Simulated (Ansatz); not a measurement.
Calculated with Ansatz (gas phase, PBE0-D4/def2-TZVP geometries, no zero-point term in ΔE). CBS: MP2 limit from def2 TZ/QZ plus the TZ coupled-cluster correction, frozen cores. This one scheme is used for every species. DFT in def2-TZVPP. B3LYP here is the variant with VWN-RPA as its local correlation; programs differ in this. Each species was taken in one conformer, which may not be the lowest.

`COB(F)S` + `O[SiH3]` → `COB(F)O[SiH3]` + H₂S  (ligand exchange at a B–S bond)

`COB(F)S`:

```xyz
9

C    -0.026   -0.875    1.112
O    -0.317    0.235    0.278
B     0.251    0.399   -0.929
F     1.130   -0.480   -1.414
S    -0.145    1.828   -1.971
H     0.719   -1.535    0.665
H     0.346   -0.501    2.067
H    -0.948   -1.433    1.284
H    -1.008    2.362   -1.093
```

`O[SiH3]`:

Cartesian coordinates in Å:
```
O 1.219 0.156 -0.363
Si -0.373 -0.122 -0.045
H 1.736 0.612 0.302
H -0.552 -0.965 1.170
H -0.908 -0.829 -1.231
H -1.122 1.148 0.167
```

`COB(F)O[SiH3]`:

Cartesian coordinates in Å:
```
C 0.119 -0.665 2.113
O 0.011 -0.124 0.811
B 0.238 -0.848 -0.309
F 0.583 -2.134 -0.239
O 0.119 -0.277 -1.528
Si -0.287 1.271 -1.949
H 0.414 -1.715 2.091
H -0.846 -0.571 2.615
H 0.863 -0.093 2.670
H -1.648 1.600 -1.455
H -0.261 1.323 -3.429
H 0.695 2.232 -1.391
```

H₂S:

Cartesian coordinates in Å:
```
S 0.076 -0.614 -0.037
H 0.918 0.421 0.105
H -0.995 0.193 -0.069
```

```json
{"level": "PBE0-D4", "ΔE (kJ/mol)": "-64.4", "difference from CCSD(T)/CBS": "6.3"}
{"level": "ωB97X-V", "ΔE (kJ/mol)": "-69.6", "difference from CCSD(T)/CBS": "1.1"}
{"level": "B2PLYP", "ΔE (kJ/mol)": "-70.7", "difference from CCSD(T)/CBS": "0.0"}
{"level": "PBE0", "ΔE (kJ/mol)": "-63.0", "difference from CCSD(T)/CBS": "7.7"}
{"level": "B3LYP", "ΔE (kJ/mol)": "-70.8", "difference from CCSD(T)/CBS": "-0.1"}
{"level": "CCSD/def2-TZVPP", "ΔE (kJ/mol)": "-76.1", "difference from CCSD(T)/CBS": "-5.4"}
{"level": "CCSD(T)/def2-TZVPP", "ΔE (kJ/mol)": "-72.6", "difference from CCSD(T)/CBS": "-1.9"}
{"level": "HF/def2-QZVPP", "ΔE (kJ/mol)": "-90.4", "difference from CCSD(T)/CBS": "-19.7"}
{"level": "MP2/def2-QZVPP", "ΔE (kJ/mol)": "-66.9", "difference from CCSD(T)/CBS": "3.8"}
{"level": "SCS-MP2/def2-QZVPP", "ΔE (kJ/mol)": "-71.1", "difference from CCSD(T)/CBS": "-0.4"}
{"level": "CCSD(T)/CBS", "ΔE (kJ/mol)": "-70.7", "difference from CCSD(T)/CBS": "0"}
```

Largest T1 diagnostic among the species: 0.012.

From PBE to PBE0 (25 % exact exchange), in def2-TZVPP and without D4, ΔE moves by −6.4 kJ/mol. In def2-TZVPP, CCSD(T) changes the Hartree–Fock value by +16.5 kJ/mol (the triples alone add +3.5 kJ/mol) and MP2 by +21.5 kJ/mol.
